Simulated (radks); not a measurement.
Q: Radial electron density D(r) = 4 pi r^2 rho(r) of an atom or ion with 22 electrons. All-electron calculation, Dirac Kohn-Sham, LB94 model potential, spin-unpolarised, spherical densities, finite nucleus; Fermi nuclear charge, rms radius of each element as measured or else 0.836 A^(1/3) + 0.57 fm. Program: a radial shooting solver on a logarithmic mesh with Libxc functionals.

| r (bohr) | D(r) (e/bohr) |
|---|---|
| 0.001097 | 2.000 |
| 0.001362 | 2.908 |
| 0.001703 | 4.257 |
| 0.002114 | 6.096 |
| 0.002645 | 8.752 |
| 0.003283 | 12.25 |
| 0.004107 | 17.07 |
| 0.005097 | 23.04 |
| 0.006377 | 30.66 |
| 0.007914 | 39.17 |
| 0.009901 | 48.58 |
| 0.01239 | 57.41 |
| 0.01537 | 63.87 |
| 0.01923 | 66.91 |
| 0.02387 | 65.72 |
| 0.02986 | 61.58 |
| 0.03706 | 58.26 |
| 0.04637 | 59.99 |
| 0.05755 | 68.18 |
| 0.072 | 78.73 |
| 0.08936 | 81.69 |
| 0.1118 | 71.08 |
| 0.1387 | 53.56 |
| 0.1736 | 42.79 |
| 0.2154 | 45.11 |
| 0.2695 | 48.12 |
| 0.3345 | 38.40 |
| 0.4185 | 19.65 |
| 0.5194 | 6.211 |
| 0.6498 | 1.002 |
| 0.8064 | 0.08288 |
| 1.009 | 0.002472 |

What is the nuclear charge?

A: Z = 51. The innermost maximum, from 1s, lies near gamma/Z bohr with gamma = sqrt(1 - (Z/c)^2) = 0.928, here 0.0182 bohr (found: 0.0200), and its height grows with Z. The density is that of the antimony ion Sb29+ in [Ar] 3d4; the configuration itself is not fixed sharply by these data, and Z only to a few units. D(r) has 3 maxima, at r = 0.0200, 0.0845, 0.259 bohr, and minima at 0.0392, 0.182 bohr, inside which lie 2.04, 11.05 electrons.
